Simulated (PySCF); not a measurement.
C₄H₄F₃NO.
Structure used (GFN2-xTB), in Å, numbered top down from 1:
```
atom  x, y, z in Å
O1    -2.771   -0.602    0.212
C2    -1.642   -0.963    0.042
N3    -0.702   -0.255   -0.639
C4    -0.341    1.123   -0.704
C5     0.671    0.056   -0.447
C6     1.267   -0.086    0.937
F7     0.429    0.298    1.905
F8     2.382    0.647    1.065
F9     1.611   -1.356    1.199
H10   -1.262   -1.961    0.326
H11   -0.640    1.765    0.116
H12   -0.373    1.584   -1.683
H13    1.367   -0.250   -1.224
```

PySCF, density fitting, gas phase, GFN2-xTB geometry. The standard run uses grid level 2 after a coarse-grid start, the def2-universal JK fitting basis (with tight functions added where the orbital basis needs them), an energy threshold of 1e-9 Eh and DIIS. The changed runs have no coarse-grid stage.

Problem. Standard PBE0/pcSseg-1: E = -583.654196 Eh, HOMO -7.877 eV, LUMO -0.106 eV, dipole 3.293 D, 15 cycles (coarse-grid cycles included). What changes at PBE0/pcSseg-1 with: fitting basis def2-universal-jkfit?

Solution. E = -583.654261 Eh (-0.065 mEh), HOMO -7.877 eV (0.000), LUMO -0.106 eV (0.000), dipole 3.293 D (0.000), 11 SCF cycles. Of the changed settings only the fitting basis enters the energy expression; the total energy moves by 0.04 kcal/mol.

The cycles:
```
cycle   1  E = -583.4025233554  dE =  1.871e+00  |g| = 1.176e+00  |ddm| = 3.258e+00
cycle   2  E = -582.6553339337  dE =  7.472e-01  |g| = 2.316e+00  |ddm| = 2.557e+00
cycle   3  E = -583.6336518839  dE = -9.783e-01  |g| = 3.281e-01  |ddm| = 2.066e+00
cycle   4  E = -583.6515958981  dE = -1.794e-02  |g| = 1.251e-01  |ddm| = 2.764e-01
cycle   5  E = -583.6541319121  dE = -2.536e-03  |g| = 2.470e-02  |ddm| = 7.731e-02
cycle   6  E = -583.6542458904  dE = -1.140e-04  |g| = 8.679e-03  |ddm| = 2.043e-02
cycle   7  E = -583.6542600263  dE = -1.414e-05  |g| = 2.178e-03  |ddm| = 6.066e-03
cycle   8  E = -583.6542608306  dE = -8.043e-07  |g| = 7.062e-04  |ddm| = 2.141e-03
cycle   9  E = -583.6542609311  dE = -1.006e-07  |g| = 1.643e-04  |ddm| = 7.465e-04
cycle  10  E = -583.6542609366  dE = -5.435e-09  |g| = 5.403e-05  |ddm| = 1.566e-04
cycle  11  E = -583.6542609371  dE = -5.841e-10  |g| = 1.202e-05  |ddm| = 4.964e-05
```
